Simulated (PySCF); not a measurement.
A structure optimised at PBE0-D3(BJ)/def2-SVP, used in a PySCF frequency run:

```xyz
10

Bi    -0.0707     0.1521     0.4294
O      0.4205     1.6212    -0.9652
H     -0.2292     1.5707    -1.6814
O     -1.8969    -0.2589    -0.5021
H     -1.8327    -1.0968    -0.9802
O      0.9638    -1.4287    -0.4624
C      1.3014    -1.3950    -1.8198
H      1.4929    -0.3694    -2.1882
H      2.2207    -1.9857    -1.9777
H      0.5111    -1.8381    -2.4584
```
Charge 0, spin multiplicity 1.

### Question
Write its SMILES and formula.

### Answer
C[O][Bi]([OH])[OH], CH₅BiO₃

### Question
What are its rotational constants (standard atomic weights)?

### Answer
3.3112, 1.9577, 1.8933 GHz
